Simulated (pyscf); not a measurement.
`[OH][B][OH]` [doublet] → `[O][BH][OH]` [doublet], a hydrogen shift (doublet surface; H–O broken, B–H formed). PySCF, gas phase, ωB97X-D3(BJ)/def2-SVP geometries. MP2 and CC: frozen core, UHF for open shells. ΔMP2 is the change of the MP2 total energy from the triple- to the quadruple-zeta basis. Energies in eV from the reactant's lowest minimum found.

AM1 to PM7: differences of heats of formation from MOPAC, which are fitted to 298 K values and so differ in kind from electronic energies by zero-point and thermal terms. Open shells are spin-unrestricted. 

**Question.** Quick AM1 single points give ΔE‡ = 1.59 eV and ΔE = +0.33 eV. What does CCSD(T)/def2-TZVPP + ΔMP2(QZVPP) give, and how far is the quick result from it?

**Answer.** CCSD(T)/def2-TZVPP + ΔMP2(QZVPP) gives ΔE‡ = 1.44 eV and ΔE = +0.39 eV. AM1 lies 0.14 eV over it in the barrier and 0.05 eV under it in the reaction energy, so on this step it does not hold to within 0.13 eV. CCSD(T)/def2-TZVPP + ΔMP2(QZVPP) has limits of its own. One saddle was located; it need not be the lowest between these sides. The CCSD(T) − MP2 part came from Ansatz, without density fitting, on the same reference.
